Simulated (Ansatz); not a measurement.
`[CH3][GeH2][SeH]` + `[OH]`• → `[CH3][GeH][SeH]`• + H₂O at 600 K and 1 bar (hydrogen abstraction from a Ge–H bond).

Computed with Ansatz on PBE0-D4/def2-TZVP structures; ΔE is electronic, products minus reactants. CBS: MP2 limit from def2 TZ/QZ plus the TZ coupled-cluster correction, frozen cores. This one scheme is used for every species. Open shells (•) are unrestricted, without spin–orbit coupling. For Ge, Se outer-core shells are correlated without core-valence functions, which leaves a few kJ/mol of doubt a bond. Scalar relativity is left out up to krypton. Each species was taken in one conformer, which may not be the lowest.

```csv
species,CCSD(T)/CBS energy (Eh),H − E (kJ/mol),S (J/(mol·K))
`[CH3][GeH2][SeH]`,-4518.50643,213.0,420.0
`[OH]`•,-75.67771,39.9,204.4
`[CH3][GeH][SeH]`•,-4517.86533,186.3,415.0
H₂O,-76.37941,76.8,212.8
```

H − E and S are ideal-gas, rigid-rotor, harmonic terms from PBE0-D4/def2-TZVP, for one conformer and one mirror image of each species, with the whole ground term of open shells counted as degenerate. 1 Eh = 2625.50 kJ/mol, R = 8.31446 J/(mol·K).

By hand: ΔE, ΔH, ΔS and ΔG.

ΔE = (-4517.86533) + (-76.37941) − (-4518.50643) − (-75.67771) = -0.06060 Eh = -159.1 kJ/mol. Δ(H − E) = 186.3 + 76.8 − 213.0 − 39.9 = 10.2, so ΔH = -148.9 kJ/mol. ΔS = 415.0 + 212.8 − 420.0 − 204.4 = 3.4 J/(mol·K). ΔG = -148.9 − 600 × (3.4)/1000 = -150.9 kJ/mol.

By hand: the equilibrium constant, and the temperature at which ΔG would vanish if ΔH and ΔS stayed fixed.

log₁₀ K = −ΔG/(RT ln 10) = 13.1. ΔH and −TΔS have one sign here, so there is no such temperature. One of them is within its doubt of zero, so this could turn.

The number of gas molecules stays the same, so ΔS is small and ΔH decides. A doubt of 5 kJ/mol in ΔE shifts log₁₀ K by 0.4 here. Other conformers and mirror images would add mixing entropy, several J/(mol·K) or more a flexible species. These are equilibria of isolated gas molecules and say nothing of rates. Largest T1 diagnostic: 0.012 (customary marks: 0.02 for closed shells, 0.045 for open ones).
